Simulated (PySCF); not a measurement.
```xyz
14

B      2.6920    -0.2353     0.4309
C      1.7115     0.6854    -0.2702
C      0.3566     0.5210    -0.3129
C     -0.4093    -0.5211     0.2792
C     -1.7581    -0.6308     0.1949
N     -2.6213     0.1716    -0.4757
H      3.8674     0.0016     0.4090
H      2.3291    -1.2148     1.0210
H      2.0862     1.5620    -0.7949
H     -0.2094     1.2737    -0.8659
H      0.1099    -1.2890     0.8362
H     -2.2408    -1.4697     0.6859
H     -2.3109     1.0504    -0.8488
H     -3.6029     0.0950    -0.2888
```

Charge 0, multiplicity 1.

### Question
Give the Mulliken and meta-Löwdin atomic charges from PBE-D3(BJ)/def2-TZVP // PBE0-D4/def2-TZVP run with PySCF 2.14.0.

### Answer

| atom | Mulliken (e) | meta-Löwdin (e) |
|---|---|---|
| B1 | -0.10 | -0.12 |
| C2 | -0.20 | -0.23 |
| C3 | -0.04 | -0.04 |
| C4 | -0.10 | -0.21 |
| C5 | 0.00 | 0.00 |
| N6 | -0.36 | -0.38 |
| H7 | -0.01 | 0.01 |
| H8 | -0.03 | 0.00 |
| H9 | 0.09 | 0.11 |
| H10 | 0.05 | 0.09 |
| H11 | 0.12 | 0.14 |
| H12 | 0.12 | 0.13 |
| H13 | 0.23 | 0.25 |
| H14 | 0.24 | 0.25 |
